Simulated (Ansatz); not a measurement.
Mulliken charges of `[BH2][InH][CH2]F` from PBE/def2-TZVPP in Ansatz (PBE0-D4/def2-TZVP geometry).

```csv
atom,x (Å),y (Å),z (Å),charge (e)
B1,-0.943,1.785,-0.906,-0.189
In2,0.614,0.254,-0.431,0.425
C3,0.240,-1.425,0.927,-0.191
F4,1.356,-2.243,1.059,-0.202
H5,-1.701,1.653,-1.824,0.042
H6,-1.072,2.781,-0.254,0.042
H7,2.218,0.254,-1.076,-0.128
H8,-0.589,-2.042,0.563,0.100
H9,-0.034,-1.064,1.924,0.100
```

By hand: the dipole of these point charges (1 e Å = 4.8032 D).

Σ q r = (-0.343, 0.339, -0.104) e Å, of length 0.493 e Å = 2.37 D.

How does the dipole of the full density compare? (An estimate is asked.)

Ansatz gave: (-0.329, 0.194, -0.006) e Å, 1.83 D; the point charges give 1.30 times that, at 18° from its direction.

Point charges leave out the atoms' own dipoles, such as those of lone pairs, and Mulliken's split depends on the basis, so the two needn't agree.
